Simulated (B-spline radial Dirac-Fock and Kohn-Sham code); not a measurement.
The K (1s) hole of rubidium ions: width and yield against charge

Method: one-electron (LDA, Dirac) transition rates at Dirac-Fock energies. Computed with an atomic code on a B-spline grid. Tabulated ground configurations, configuration averages; single configurations, so decays that open only by mixing (as 1s 2s² with 1s 2p² in Be-like ions) are missing and such tiny yields are far too low.

| ion | configuration | radiative (eV) | non-radiative (eV) | yield |
| --- | --- | --- | --- | --- |
| Rb | [Kr] 5s1 | 1.94 | 0.957 | 0.670 |
| Rb⁺ | [Ar] 3d10 4s2 4p6 | 1.94 | 0.957 | 0.670 |
| Rb²⁺ | [Ar] 3d10 4s2 4p5 | 1.94 | 0.956 | 0.670 |
| Rb³⁺ | [Ar] 3d10 4s2 4p4 | 1.94 | 0.955 | 0.670 |
| Rb⁴⁺ | [Ar] 3d10 4s2 4p3 | 1.94 | 0.953 | 0.670 |
| Rb⁵⁺ | [Ar] 3d10 4s2 4p2 | 1.93 | 0.951 | 0.670 |
| Rb⁶⁺ | [Ar] 3d10 4s2 4p1 | 1.93 | 0.948 | 0.670 |
| Rb⁷⁺ | [Ar] 3d10 4s2 | 1.92 | 0.945 | 0.670 |
